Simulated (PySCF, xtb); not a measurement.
C4H12Si2, SMILES C=C(C)[SiH2][SiH2]C. Other conformers were not sampled.

Harmonic wavenumbers (cm⁻¹) from GFN2-xTB in xtb 6.7.1 at its own minimum, in rising order: 14, 34, 81, 130, 140, 144, 248, 349, 360, 380, 446, 459, 565, 582, 632, 649, 677, 711, 749, 802, 814, 827, 836, 905, 965, 1012, 1040, 1218, 1374, 1401, 1426, 1485, 1491, 1494, 1495, 1685, 2144, 2161, 2177, 2187, 2994, 3010, 3018, 3032, 3034, 3038, 3057, 3107.

### Question
What does PBE0-D3(BJ)/def2-SVP (PySCF) give at its own minimum? (The exact figures need the calculation; the answer reports its results.)

### Answer
33, 46, 78, 159, 161, 168, 242, 351, 355, 390, 453, 498, 624, 630, 660, 690, 705, 737, 793, 881, 885, 920, 935, 955, 966, 1004, 1051, 1231, 1260, 1384, 1419, 1432, 1433, 1447, 1460, 1703, 2189, 2198, 2205, 2214, 3038, 3060, 3120, 3133, 3144, 3168, 3169, 3236. Paired by order, the mean absolute difference is 45 cm⁻¹ and the zero-point energies are 86.6 and 88.6 kcal/mol.
